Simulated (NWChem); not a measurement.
System: CH₆F₂Si₂; SMILES F[SiH2][C@H](F)[SiH3]

Parts of the log:

```
             Northwest Computational Chemistry Package (NWChem) 7.3.0
             --------------------------------------------------------

                             Geometry "geometry" -> ""
                             -------------------------

 Output coordinates in angstroms (scale by  1.889725989 to convert to a.u.)

  No.       Tag          Charge          X              Y              Z
 ---- ---------------- ---------- -------------- -------------- --------------
    1 F                    9.0000    -0.95154000     1.68754200    -0.72282900
    2 Si                  14.0000     0.16897700     1.37934200     0.41718700
    3 C                    6.0000     0.65957700    -0.44064000     0.33205100
    4 F                    9.0000     1.60377700    -0.63311000    -0.68002200
    5 Si                  14.0000    -0.78226100    -1.65485500     0.03348100
    6 H                    1.0000    -0.44993100     1.65402100     1.74397600
    7 H                    1.0000     1.34936900     2.24449500     0.15609100
    8 H                    1.0000     1.12950600    -0.69867800     1.30270700
    9 H                    1.0000    -0.26787300    -3.05246200     0.11856600
   10 H                    1.0000    -1.81093400    -1.42927200     1.09410800
   11 H                    1.0000    -1.37329300    -1.41733100    -1.31206700

 Effective nuclear repulsion energy (a.u.)     301.3470914310

                                 NWChem DFT Module
                                 -----------------

 Summary of "ao basis" -> "ao basis" (spherical)
 ------------------------------------------------------------------------------
       Tag                 Description            Shells   Functions and Types
 ---------------- ------------------------------  ------  ---------------------
 F                          def2-svp                 6       14   3s2p1d
 Si                         def2-svp                 8       18   4s3p1d
 C                          def2-svp                 6       14   3s2p1d
 H                          def2-svp                 3        5   2s1p

            General Information
            -------------------
          SCF calculation type: DFT
          Wavefunction type:  closed shell.
          No. of atoms     :    11
          No. of electrons :    58
           Alpha electrons :    29
            Beta electrons :    29
          Charge           :     0
          Spin multiplicity:     1
          Use of symmetry is: off; symmetry adaption is: off
          Maximum number of iterations: 150
          AO basis - number of functions:   108
                     number of shells:    52
          Convergence on energy requested:  1.00D-06
          Convergence on density requested:  1.00D-05
          Convergence on gradient requested:  5.00D-04

              XC Information
              --------------
                         B3LYP Method XC Potential
                     Hartree-Fock (Exact) Exchange  0.200
                        Slater Exchange Functional  0.800 local
                    Becke 1988 Exchange Functional  0.720 non-local
              Lee-Yang-Parr Correlation Functional  0.810
                  VWN I RPA Correlation Functional  0.190 local

             Grid Information
             ----------------
          Grid used for XC integration:  medium
          Radial quadrature: Mura-Knowles
          Angular quadrature: Lebedev.
          Tag              B.-S. Rad. Rad. Pts. Rad. Cut. Ang. Pts.
          ---              ---------- --------- --------- ---------
          F                   0.50       49          12.0       434
          Si                  1.10       88          11.0       590
          C                   0.70       49           8.0       434
          H                   0.35       45          13.0       434
          Grid pruning is: on
          Number of quadrature shells:   593
          Spatial weights used:  Erf1

      Superposition of Atomic Density Guess
      -------------------------------------

 Sum of atomic energies:        -816.68259598

      Non-variational initial energy
      ------------------------------

 Total energy =    -818.168291
 1-e energy   =   -1732.961451
 2-e energy   =     613.446069
 HOMO         =      -0.312172
 LUMO         =       0.058689

     ---------------------------------------------
      Total Density - Mulliken Population Analysis
     ---------------------------------------------

    Atom       Charge   Shell Charges
 -----------   ------   -------------------------------------------------------
    1 F    9     9.59   1.99  1.15  0.78  3.52  2.14  0.00
    2 Si  14    13.03   2.00  1.99  0.96  0.23  5.93  0.98  0.73  0.21
    3 C    6     6.08   1.99  0.95  0.33  1.76  1.00  0.04
    4 F    9     9.45   1.99  1.14  0.79  3.45  2.08  0.00
    5 Si  14    13.59   2.00  1.99  1.01  0.28  5.94  1.14  1.10  0.13
    6 H    1     1.09   0.70  0.39  0.01
    7 H    1     1.09   0.70  0.38  0.01
    8 H    1     0.89   0.67  0.19  0.02
    9 H    1     1.07   0.70  0.36  0.01
   10 H    1     1.06   0.69  0.36  0.01
   11 H    1     1.07   0.70  0.36  0.01

   convergence    iter        energy       DeltaE   RMS-Dens  Diis-err
 ---------------- ----- ----------------- --------- --------- ---------
 d= 0,ls=0.0,diis     1   -819.9950293684 -1.12D+03  1.39D-02  7.78D-01
 d= 0,ls=0.0,diis     2   -819.9343557843  6.07D-02  7.29D-03  1.70D+00
 d= 0,ls=0.0,diis     3   -820.0865412533 -1.52D-01  1.02D-03  2.41D-02
 d= 0,ls=0.0,diis     4   -820.0884502711 -1.91D-03  3.14D-04  1.01D-03
 d= 0,ls=0.0,diis     5   -820.0885605367 -1.10D-04  8.86D-05  1.41D-04
  Resetting Diis
 d= 0,ls=0.0,diis     6   -820.0885762529 -1.57D-05  2.25D-05  1.41D-05
 d= 0,ls=0.0,diis     7   -820.0885775908 -1.34D-06  1.12D-05  5.91D-07
 d= 0,ls=0.0,diis     8   -820.0885775621  2.86D-08  5.89D-06  9.87D-07

         Total DFT energy =     -820.088577562144
      One electron energy =    -1735.969903949722
           Coulomb energy =      685.044289813566
    Exchange-Corr. energy =      -70.510054857001
 Nuclear repulsion energy =      301.347091431013

 Numeric. integr. density =       58.000000011016

                       DFT Final Molecular Orbital Analysis
                       ------------------------------------

 Vector   27  Occ=2.000000D+00  E=-3.498757D-01
              MO Center=  3.5D-02,  1.2D+00,  5.3D-01, r^2= 4.5D+00
   Bfn.  Coefficient  Atom+Function         Bfn.  Coefficient  Atom+Function
  ----- ------------  ---------------      ----- ------------  ---------------
    84     -0.299083   7 H  s                79      0.291740   6 H  s
    85     -0.209505   7 H  s                80      0.206479   6 H  s
     4     -0.195187   1 F  px               22     -0.176402   2 Si px
     6      0.169089   1 F  pz               24      0.155885   2 Si pz
     7      0.139655   1 F  px               99     -0.138575  10 H  s

 Vector   28  Occ=2.000000D+00  E=-3.300609D-01
              MO Center=  4.4D-01, -7.0D-01, -7.6D-03, r^2= 3.3D+00
   Bfn.  Coefficient  Atom+Function         Bfn.  Coefficient  Atom+Function
  ----- ------------  ---------------      ----- ------------  ---------------
    50      0.317579   4 F  px               36      0.262990   3 C  px
    89      0.263666   8 H  s                53     -0.235483   4 F  px
    52      0.227797   4 F  pz               35     -0.209423   3 C  s
    90      0.173724   8 H  s                68     -0.171021   5 Si px
    38      0.169139   3 C  pz               55     -0.160566   4 F  pz

[...]

                     NWChem Electrostatic Potential Fit Module
                     -----------------------------------------

 Atom parameters

 Number of atoms is                                   11
 Number of basis functions is                        108

 Grid parameters

 Maximum number of grid points is                  47842
 Number of grid points is                          47841
 Grid range                                     0.300000 nm
 Grid spacing                                   0.020000 nm
 Probe radius                                   0.070000 nm
 Atom radius factor                             1.000000

 Atomic radii

    1    0.100000
    6    0.147000
    9    0.128000
   14    0.187000
 FASTESP  F
  using M.O. file = ./job.movecs

    Atom              Coordinates                           Charge

                                                  ESP

    1 F    -0.095154    0.168754   -0.072283   -0.312344
    2 Si    0.016898    0.137934    0.041719    0.645754
    3 C     0.065958   -0.044064    0.033205    0.148303
    4 F     0.160378   -0.063311   -0.068002   -0.277039
    5 Si   -0.078226   -0.165486    0.003348    0.377122
    6 H    -0.044993    0.165402    0.174398   -0.152186
    7 H     0.134937    0.224450    0.015609   -0.118260
    8 H     0.112951   -0.069868    0.130271   -0.006650
    9 H    -0.026787   -0.305246    0.011857   -0.097843
   10 H    -0.181093   -0.142927    0.109411   -0.122276
   11 H    -0.137329   -0.141733   -0.131207   -0.084581
                                            ------------
                                               -0.000000

 Dipole moment                                  0.803709

 Quadrupole moment Qxx                         -3.386393
                   Qyy                          1.643457
                   Qzz                          1.742936

 RMS deviation kJ/mol                           0.053803

 RRMS %                                        31.842837
```

Level: B3LYP/def2-SVP. All runs use the structure optimised with PBE0/def2-SVP. B3LYP is NWChem's, with the RPA form of VWN correlation.

Question: Reconstruct the input file.

Answer: Several could match; the one computed here: the input that was run:
```
start job
memory heap 200 mb stack 900 mb global 1100 mb
geometry units angstroms noautosym nocenter noautoz
  F     -0.951540     1.687542    -0.722829
  Si     0.168977     1.379342     0.417187
  C      0.659577    -0.440640     0.332051
  F      1.603777    -0.633110    -0.680022
  Si    -0.782261    -1.654855     0.033481
  H     -0.449931     1.654021     1.743976
  H      1.349369     2.244495     0.156091
  H      1.129506    -0.698678     1.302707
  H     -0.267873    -3.052462     0.118566
  H     -1.810934    -1.429272     1.094108
  H     -1.373293    -1.417331    -1.312067
end
basis spherical
  * library def2-svp
end
dft
  xc b3lyp
  iterations 150
  mulliken
end
task dft energy
esp
  recalculate
  probe 0.07
  range 0.3
  factor 1.0
  spacing 0.02
end
task esp
```
